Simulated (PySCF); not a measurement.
PySCF input file for Zn(I)(GeH3) (GeH₃IZn), SMILES [GeH3][Zn][I], IEF-PCM-B3LYP/def2-SVP. The structure is a stationary point at PBE0-D3(BJ)/def2-SVP. The structure was generated by enumeration; whether it is a known compound was not checked. The def2 effective core potentials stand for the cores of I; spin–orbit coupling is left out.

```python
import numpy as np
from pyscf import gto, scf, dft
from pyscf.solvent import pcm

mol = gto.M(
    atom='''
    Zn   -0.00000000   -0.00000000    0.37807765
    I     0.00000000    0.00000000   -2.07184174
    Ge    0.00000000    0.00000000    2.76546477
    H     1.24446918    0.71849462    3.32347010
    H    -1.24446918    0.71849462    3.32347010
    H    -0.00000001   -1.43698923    3.32347009
    ''',
    basis='def2-SVP',
    ecp={'I': 'def2-svp'},
    charge=0,
    spin=0,
    max_memory=1600,
    verbose=3,
)
mf = dft.RKS(mol, xc='b3lyp').density_fit(auxbasis='def2-universal-jkfit')
mf.grids.level = 3
mf.conv_tol = 1e-9
mf.max_cycle = 100
mf.kernel()
res = {}
for name, eps in {'water': 78.355, 'tetrahydrofuran': 7.4257, 'diethylether': 4.24}.items():
    s = mf.PCM()
    s.with_solvent.method, s.with_solvent.eps, s.with_solvent.lebedev_order = 'IEF-PCM', eps, 29
    s.kernel(mf.make_rdm1())
    res[name] = (s.e_tot, eps, s.dip_moment(), s.mo_energy, s.converged)
    print(f'{name}: electrostatic solvation free energy {(s.e_tot - mf.e_tot) * 627.509474:.3f} kcal/mol')
```

Log of the run:

```
converged SCF energy = -4155.63737903123

WARN: PCM is an experimental feature. It is still in testing.
Features and APIs may be changed in the future.

converged SCF energy = -4155.65699285494
Dipole moment(X, Y, Z, Debye):  0.00000, -0.00024,  2.26531
water: electrostatic solvation free energy -12.308 kcal/mol

WARN: PCM is an experimental feature. It is still in testing.
Features and APIs may be changed in the future.

converged SCF energy = -4155.65261675617
Dipole moment(X, Y, Z, Debye):  0.00000, -0.00016,  2.18552
tetrahydrofuran: electrostatic solvation free energy -9.562 kcal/mol

WARN: PCM is an experimental feature. It is still in testing.
Features and APIs may be changed in the future.

converged SCF energy = -4155.6496982378
Dipole moment(X, Y, Z, Debye):  0.00000, -0.00012,  2.11744
diethylether: electrostatic solvation free energy -7.730 kcal/mol
```

Self-consistency was reached.
